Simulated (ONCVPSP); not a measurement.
**Transferability test, ONCV potential for chromium (Cr)**

| Quantity | Value |
| --- | --- |
| Element | chromium (Cr) |
| Generator | ONCVPSP 4.0.1 |
| Type | optimised norm-conserving Vanderbilt (ONCV) |
| Functional | PBE |
| Relativity | scalar-relativistic |
| Frozen core | [Ne] |
| Valence charge | 14 |
| Reference configuration | 3s2 3p6 3d4 4s2 |
| Partial waves | 3s+4s: rc 1.60 bohr, ncon 3, nbas 7, qcut 5.7 1/bohr, 3 projectors, debl 0.9 Ha; 3p: rc 1.20 bohr, ncon 4, nbas 8, qcut 9.5 1/bohr, 2 projectors, debl 1.9 Ha; 3d: rc 1.90 bohr, ncon 4, nbas 9, qcut 6.8 1/bohr, 2 projectors, debl 0.8 Ha |
| Local potential | polynomial inside 1.15 bohr (lpopt 5, dvloc0 1 Ha) |
| Core correction | none |

Energies are relative to the spin-unpolarised reference configuration 3s2 3p6 3d4 4s2; without spin polarisation the order of configurations can differ from experiment.

| valence configuration | charge | ΔE all-electron (eV) | error AE − PS (meV) |
| --- | --- | --- | --- |
| 3s2 3p6 3d5 4s1 | 0 | 0.100 | +58 |
| 3s2 3p6 3d4 4s0 | +2 | 23.053 | +1.8 |
| 3s2 3p6 3d5 4s0.5 | +0.5 | 2.807 | +82 |

Question: What are ΔE and the potential's error for 3s2 3p6 3d5 4s0?

Answer: ΔE = 7.001 eV all-electron; the error (AE − PS) is +111 meV.
